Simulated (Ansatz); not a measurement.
Wavefunction ladder for CH6AlFOSi (`C[SiH](F)[O][AlH2]`)

Z-matrix (Å, degrees):
```
C
Si 1 1.848
H 1 1.093 2 110.9
H 1 1.093 2 110.5 3 -120.0
H 1 1.093 2 110.8 3 120.1
F 2 1.602 1 108.1 3 -60.8
O 2 1.613 1 111.3 3 58.8
H 2 1.483 1 112.8 3 -177.9
Al 7 1.687 2 167.9 1 -128.2
H 9 1.579 7 117.0 2 -172.3
H 9 1.578 7 118.7 2 8.0
```

The species carries charge 0 and has multiplicity 1. Geometry: relaxed with PBE0-D4/def2-TZVP. It is one conformer, not always the lowest. Frozen core, restricted reference, Ansatz. CBS rows extrapolate triple and quadruple zeta; past MP2 they add the triple-zeta difference.

| basis | HF (Eh) | MP2 corr. | CCSD corr. | (T) | CCSD(T) total |
| --- | --- | --- | --- | --- | --- |
| def2-TZVPP | -746.82469 | ? | -0.89833 | -0.02876 | ? |
| def2-QZVPP | -746.85257 | ? | – | – | – |
| CBS(def2) | -746.85641 | ? | ? | as TZ | ? |

Task: Fill in the withheld values. (Best estimate.)

Result: Ansatz gave: def2-TZVPP MP2 corr.: -0.85918; def2-TZVPP CCSD(T) total: -747.75178; def2-QZVPP MP2 corr.: -0.92970; CBS(def2) MP2 corr.: -0.98194; CBS(def2) CCSD corr.: -1.02109; CBS(def2) CCSD(T) total: -747.90626.
